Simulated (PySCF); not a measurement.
Computed shifts of a molecule CH7ClOSi2, KT2/pcSseg-1 (PySCF), GIAO, gas phase, atoms alike by connectivity averaged where their shifts nearly agree, in ppm (number of nuclei): ¹³C: -8.7 (1). ²⁹Si: 16.2 (1), -69.7 (1). ¹H: 6.43 (1), 4.19 (1), 4.05 (1), 2.22 (1), 0.64 (3). References: ¹³C against TMS (σ = 185.1 ppm); ²⁹Si against TMS (σ = 361.9 ppm); ¹⁷O against H2O (σ = 330.4 ppm); ³⁵Cl against HCl (σ = 945.4 ppm); ¹H against TMS (σ = 31.47 ppm), references at their B3LYP-D3(BJ)/def2-TZVP geometries, non-relativistic (without spin–orbit terms, shifts of atoms bonded to Cl or Br come out too high). Geometry optimised at ωB97X-D3(BJ)/def2-SVP. The values are those of a single conformer.

Pick the molecule that these values belong to.
A) CO[Si@@H]([SiH3])Cl
B) CO[SiH2][SiH2]Cl
C) C[SiH2][Si@@H](O)Cl
D) OC[SiH2][SiH2]Cl

C, C[SiH2][Si@@H](O)Cl
